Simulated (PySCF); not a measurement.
## Ionisation energy of Ir(2+) by level of theory

Ir(2+) [Xe] 4f14 5d7 (4F) → Ir(3+) [Xe] 4f14 5d6 (5D), as a difference of total energies. Computed with PySCF 2.14 in def2-QZVPPD with the def2 core potential (60 electrons) (7s5p4d4f2g, 88 functions), with a scalar-relativistic core potential. Correlated levels: valence and next inner shell: nothing frozen outside the core potential. The calculations carry no spin-orbit coupling.

```tsv
method	ionisation energy (eV)
UHF	27.503
MP2 (valence and next inner shell)	28.785
SCS-MP2 (valence and next inner shell)	28.801
CCSD (valence and next inner shell)	28.757
CCSD(T) (valence and next inner shell)	28.835
```

Task: How much does correlation contribute at CCSD(T) (valence and next inner shell)?

Result: 28.835 − (27.503) = 1.332 eV, measured against UHF.

The reference lies between the lowest fine-structure levels, while these numbers refer to the centres of the terms.

Errors of the correlated levels include the incompleteness of this basis.

For comparison: 28 ± 1.6 eV (theoretical estimate listed by NIST; NIST Atomic Spectra Database, ionization energies).
